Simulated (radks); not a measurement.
The numbers below are computed, except where a source is named.
All-electron atom: Zn4+ in [Ar] 3d8. Level of theory: scalar-relativistic Kohn-Sham, SCAN, spin-polarised, spherical densities, finite nucleus; open shells are filled with parallel spins first; meta-GGA in the generalised Kohn-Sham scheme; Fermi nuclear charge, rms radius 3.9283 fm (a radial shooting solver on a logarithmic mesh with Libxc functionals). Some entries of the table are withheld. Estimate them.

| orbital | occ. | eigenvalue (Ry) | <1/r> (bohr^-1) | <r^2> (bohr^2) |
|---|---|---|---|---|
| 1s up | 1 | -707.2153 | 30.22 | 0.003407 |
| 1s down | 1 | -707.2145 | 30.22 | 0.003407 |
| 2s up | 1 | -91.08362 | 6.600 | 0.06025 |
| 2s down | 1 | -90.93423 | 6.608 | 0.06011 |
| 2p up | 3 | -79.45757 | (1) | 0.04825 |
| 2p down | 3 | -79.34641 | (2) | 0.04811 |
| 3s up | 1 | -14.77443 | 2.120 | (3) |
| 3s down | 1 | -14.52212 | 2.111 | (4) |
| 3p up | 3 | -11.23988 | (5) | 0.5661 |
| 3p down | 3 | -10.98807 | (6) | 0.5715 |
| 3d up | 5 | -5.52815 | 1.674 | 0.7302 |
| 3d down | 3 | -5.27604 | 1.655 | 0.7572 |

Answer. 
(1) 2p up <1/r> (bohr^-1): 6.459
(2) 2p down <1/r> (bohr^-1): 6.466
(3) 3s up <r^2> (bohr^2): 0.5170
(4) 3s down <r^2> (bohr^2): 0.5202
(5) 3p up <1/r> (bohr^-1): 1.976
(6) 3p down <1/r> (bohr^-1): 1.966
